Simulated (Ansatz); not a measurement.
A structure relaxed at PBE0-D4/def2-TZVP, charge 0, multiplicity 1:

```xyz
5

F    -0.914   -0.664   -1.424
Sn    0.147    0.045   -0.004
F    -1.056    0.056    1.478
H     0.476    1.660   -0.388
H     1.347   -1.098    0.338
```

Q: Give its formula and SMILES.

A: F2H2Sn, `[F][SnH2][F]`.

Q: Point group (tolerance 0.08 Å, 0.16 Å for H)?

A: C2v.

Q: Summarise the bond lengths by kind.

A: 2 × F–Sn 1.909 Å; 2 × H–Sn 1.692 Å.

Computed with Ansatz.
